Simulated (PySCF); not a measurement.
Members of the series CXY, Y = methyl; each row names its spin state. Isolated molecules, 0 K electronic values unless said otherwise. One relaxed conformer stands for each flexible species; it need not be the lowest. Strings in code marks are SMILES.

Quantity: adiabatic spin-state energy, in kJ/mol.

Case: `C[C]S`: multiplicity 3 minus multiplicity 1. The other species in the difference include `C[C]S` (C–C–S–H torsion 0°) (neutral, multiplicity 1). Geometry of `S[C]C` (neutral, multiplicity 3, Å):

```xyz
7

C     -0.8735    -0.0658     0.0331
C      0.4960    -0.5795    -0.1393
S      1.7030    -0.2866    -1.2803
H     -0.8691     1.0014     0.2942
H     -1.4645    -0.1741    -0.8852
H     -1.3910    -0.6011     0.8316
H      2.3991     0.7057    -0.6631
```

Task: What is the computed adiabatic spin-state energy (B3LYP-D3(BJ)/def2-TZVP (PySCF))?

Result: 78.1 kJ/mol.
